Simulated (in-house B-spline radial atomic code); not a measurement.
# Ionising Ti4+ with different functionals

Computed with a radial B-spline atomic code at the basis-set limit: four-component Dirac-Coulomb Hamiltonian, Fermi nucleus of rms radius 3.5921 fm, spin-restricted, spherical fractional occupations for the functionals. The ionisation energy is the difference of two self-consistent energies, [Ne] 3s2 3p6 → [Ne] 3s2 3p5, without Breit or QED terms; ε is the level of the shell that loses the electron (mean over j). The electron is taken from both j subshells in proportion to 2j + 1, so the result is a j average, not the step between ground levels.

Hybrids are left out here: with spherical fractional occupations of an open shell their exact exchange keeps a self-interaction that integer-occupation calculations don't have.

```tsv
method	rung	ΔSCF (eV)	-ε(3p) (eV)
LDA VWN5	LDA	99.78	89.42
relativistic LDA	LDA	99.75	89.40
LDA PW92	LDA	99.77	89.41
LDA exchange-only	LDA	?	?
PBE	GGA	99.76	89.40
PBEsol	GGA	99.65	89.29
BLYP	GGA	?	?
RPBE	GGA	99.76	89.39
PW91	GGA	99.87	89.51
BP86	GGA	99.84	89.48
AM05	GGA	99.63	89.27
OLYP	GGA	100.08	89.71
```

(1) What does BLYP give?

(2) What does LDA exchange-only give?

(3) How do they compare with the NIST value?

Answers

(1) ΔSCF 99.60 eV, and -ε(3p) = 89.24 eV.

(2) ΔSCF 97.91 eV, and -ε(3p) = 87.57 eV.

(3) NIST lists 99.30 eV ± 0.012 (measured, ground level to ground level). Errors run from -1.39 to +0.78 eV; BLYP is closest (+0.31 eV), but part of that can be cancellation, since the calculations leave out Breit-QED terms, spin polarisation, the choice among j levels, multiplet and fine-structure energies.
